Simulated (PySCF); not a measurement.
OSr, SMILES [O]=[Sr].

Coordinates come from a B3LYP-D3(BJ)/def2-TZVPD optimisation. The def2 effective core potentials stand for the cores of Sr; spin–orbit coupling is left out.

Two levels are set side by side: TDDFT-PBE/def2-TZVPD (PySCF) and TDDFT-LC-ωPBE/def2-TZVPD (PySCF). Vertical, same geometry. The lowest singlet is HOMO−2→LUMO 100 % with PBE and HOMO→LUMO 79 %, HOMO→LUMO+3 14 % with the other functional; states are paired by order. Differences are taken from unrounded values.

| quantity | TDDFT-PBE |
|---|---|
| lowest singlet excitation (eV) | 1.55 |
| lowest triplet excitation (TDA) (eV) | 1.02 |
| first bright state (f over 0.05) (eV) | 3.50 |
| its oscillator strength | 0.18 |

### Question
These are the TDDFT-PBE values. What does TDDFT-LC-ωPBE give? (The exact figures need the calculation; the answer reports its results.)

### Answer

```
quantity                               TDDFT-LC-ωPBE  TDDFT-PBE minus TDDFT-LC-ωPBE
-------------------------------------  -------------  -----------------------------
lowest singlet excitation (eV)                  2.20                          -0.66
lowest triplet excitation (TDA) (eV)            2.02                          -1.00
first bright state (f over 0.05) (eV)           4.28                          -0.78
its oscillator strength                         0.09                           0.09
```

A lower first singlet is the usual sign of a functional without exact exchange. Differences between two approximate levels are no errors against the true value.

Rough cost on one machine, each run with all the roots and properties that it gave: TDDFT-LC-ωPBE against TDDFT-PBE about 3 times.
